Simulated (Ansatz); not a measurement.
`C=[CH][ZnH]` + `C[SiH2]O` → `C[SiH2][O][ZnH]` + `C=C` at 600 K and 1 bar (ligand exchange at a Zn–C bond).

Computed with Ansatz on PBE0-D4/def2-TZVP structures; ΔE is electronic, products minus reactants. CBS: MP2 limit from def2 TZ/QZ plus the TZ coupled-cluster correction, frozen cores. This one scheme is used for every species. For Zn outer-core shells are correlated without core-valence functions, which leaves a few kJ/mol of doubt a bond. Scalar relativity is left out up to krypton. One conformer a species, not always the lowest.

```tsv
species	CCSD(T)/CBS energy (Eh)	H − E (kJ/mol)	S (J/(mol·K))
`C=[CH][ZnH]`	-1856.83987	164.9	344.2
`C[SiH2]O`	-405.96945	226.2	370.0
`C[SiH2][O][ZnH]`	-2184.36423	230.0	451.8
`C=C`	-78.48111	161.6	257.2
```

H − E and S are ideal-gas, rigid-rotor, harmonic terms from PBE0-D4/def2-TZVP, for one conformer and one mirror image of each species. 1 Eh = 2625.50 kJ/mol, R = 8.31446 J/(mol·K).

**Question.** By hand: ΔE, ΔH, ΔS and ΔG.

**Answer.** ΔE = (-2184.36423) + (-78.48111) − (-1856.83987) − (-405.96945) = -0.03602 Eh = -94.6 kJ/mol. Δ(H − E) = 230.0 + 161.6 − 164.9 − 226.2 = 0.5, so ΔH = -94.1 kJ/mol. ΔS = 451.8 + 257.2 − 344.2 − 370.0 = -5.2 J/(mol·K). ΔG = -94.1 − 600 × (-5.2)/1000 = -91.0 kJ/mol.

**Question.** By hand: the equilibrium constant, and the temperature at which ΔG would vanish if ΔH and ΔS stayed fixed.

**Answer.** log₁₀ K = −ΔG/(RT ln 10) = 7.9. ΔG = 0 at ΔH/ΔS = 18096 K, far beyond where these terms or the molecules hold.

The number of gas molecules stays the same, so ΔS is small and ΔH decides. A doubt of 5 kJ/mol in ΔE shifts log₁₀ K by 0.4 here. Other conformers and mirror images would add mixing entropy, several J/(mol·K) or more a flexible species. Modes under 60 cm⁻¹, often nearly free rotors, make the harmonic entropy too high. These are equilibria of isolated gas molecules and say nothing of rates. Largest T1 diagnostic: 0.015 (customary marks: 0.02 for closed shells, 0.045 for open ones).
